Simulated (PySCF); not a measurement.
## Structure from NMR data

Molecular formula: C3H5F3O. Simulated spectra:

¹H NMR (400 MHz, computed): δ 4.18 (t, J = 7.6 Hz, 2H), 2.29 (qt, J = 8.9, 7.6 Hz, 2H), 0.11 (br s, 1H).

¹³C{¹H} NMR (computed): δ 134.1 (C, q, J = 344.2 Hz), 62.2 (CH2, q, J = 2.8 Hz), 43.4 (CH2, q, J = 25.8 Hz).

No solvent model, equivalent nuclei averaged, a single conformation, non-relativistic Hamiltonian. GFN2-xTB geometry; J couplings at B3LYP/pcJ-1 (spin–dipole term only in couplings to heteroatoms); GIAO PBE0/pcSseg-1 shieldings; PySCF 2.14.

δ = σ(ref) − σ, references computed at the same level: TMS for ¹H and ¹³C.

Question: What is the structure?

Answer: 
1. Rings plus π bonds: 0.
2. 3 carbon signals for 3 carbons: no two carbons are equivalent.
3. Carbon types of the structure: 1 × C, 2 × CH2, leaving 1 H on heteroatoms.
4. δC 134.1: CF3 carbon; 3 electronegative neighbours deshield it.
5. δC 62.2: sp3 CH2 bonded to O; the inductive effect lowers its shielding.
6. δC 43.4: sp3 CH2; aliphatic region, no heteroatom directly attached.
7. δH 4.18: hydrogen on an sp3 CH2 bonded to O; its carbon carries O, which withdraws density.
8. δH 2.29: hydrogen on an sp3 CH2.
9. δH 0.11: hydrogen on an alcohol oxygen; exchangeable, gas-phase position.
10. The protons at 4.18 and 2.29 share a coupling of 7.6 Hz (vicinal).

Structure: `InChI=1S/C3H5F3O/c4-3(5,6)1-2-7/h7H,1-2H2`.

The data come from this structure; uniqueness wasn't tested.

OH/NH shifts are gas-phase values; hydrogen bonding in solution moves them, usually downfield. Common functionals overestimate the size of one-bond C–F couplings by tens of Hz; these are unscaled. Splittings below 1 Hz are ignored in the labels, and close J values are merged. Unscaled 3J(H,H) at this level run about 10 % above measured values. Shifts are as computed. Against solution values, carbons near 30 ppm lie about +3 ppm off and those near 130 ppm about +5 ppm. Of 1211 compounds with measured shifts, 218 miss one by over three times the rms of a fit or turn the order of signals round; such compounds aren't used in these exercises. Couplings to exchangeable protons are dropped. Vicinal H,H couplings across rotating CH2–CH2 and CH–CH2 bonds are estimated from the computed gauche and anti values for equal rotamer populations, (2 J gauche + J anti)/3.
